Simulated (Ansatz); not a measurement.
Ansatz (a program for electronic structure) input (CAM-B3LYP/def2-TZVPD):

Ansatz 0.2 input:
```yaml
crystal:
  periodic: [false, false, false]
  atoms:
    - {symbol: C, position_ang: [0.55798013, -0.80249177, 0.02841444]}
    - {symbol: C, position_ang: [-0.70200109, -0.40341838, 0.06593373]}
    - {symbol: F, position_ang: [-1.74277738, -1.28535688, 0.18411089]}
    - {symbol: F, position_ang: [-1.29708299, 0.83279059, 0.00825950]}
    - {symbol: Cl, position_ang: [1.66016877, 0.66520926, -0.13514250]}
basis:
  gaussian:
    orbitals: def2-TZVPD
hamiltonian:
  xc: {name: CAM-B3LYP}
total_charge: -1
output: {forces: true}
```

Output:

```
Functional definition: CAM-B3LYP
integrals: 0.14 GiB planned
1038 factors; their error is unknown
integrals: 0.18 GiB planned
285 factors; integrals over basis functions are off by at most 5.5e-5 eV
mean field: 1.18 GiB planned
mean field evaluation 1: about -20026.8621 eV, gradient 4.2e1 eV
mean field evaluation 2: about -20023.4204 eV, gradient 5.9e1 eV
mean field evaluation 4: about -20030.9444 eV, gradient 2.2e0 eV
mean field evaluation 8: about -20030.9571 eV, gradient 1.1e-1 eV
mean field evaluation 16: about -20030.9909 eV, gradient 5.4e-4 eV
mean field -20030.99086546 eV, -736.1253368124 hartree, gradient 7.7e-5 eV, S^2 0.000000; 0 other end points of the search recorded, 0 dependent functions left out
the calculation of the forces begins
reference -20030.99099109 eV, -736.1253414292 hartree; 24, 24 occupied and 176, 176 virtual orbitals, 1038 factors
Total energy: -20030.99099109 eV, -736.1253414292 hartree
Atom 0 at     0.557980    -0.802492     0.028414 Å, force    -0.249405     0.416329    -0.016848 eV/Å
Atom 1 at    -0.702001    -0.403418     0.065934 Å, force     0.017500    -0.018621     0.000420 eV/Å
Atom 2 at    -1.742777    -1.285357     0.184111 Å, force     0.245069     0.236228    -0.029882 eV/Å
Atom 3 at    -1.297083     0.832791     0.008259 Å, force     0.212454    -0.379978     0.016175 eV/Å
Atom 4 at     1.660169     0.665209    -0.135142 Å, force    -0.225618    -0.253959     0.030135 eV/Å
Dipole moment:    -0.392218     0.392258    -0.007608 e Å
```

It need not be the lowest isomer of its formula. Whether it binds its extra electron was not tested at this geometry.
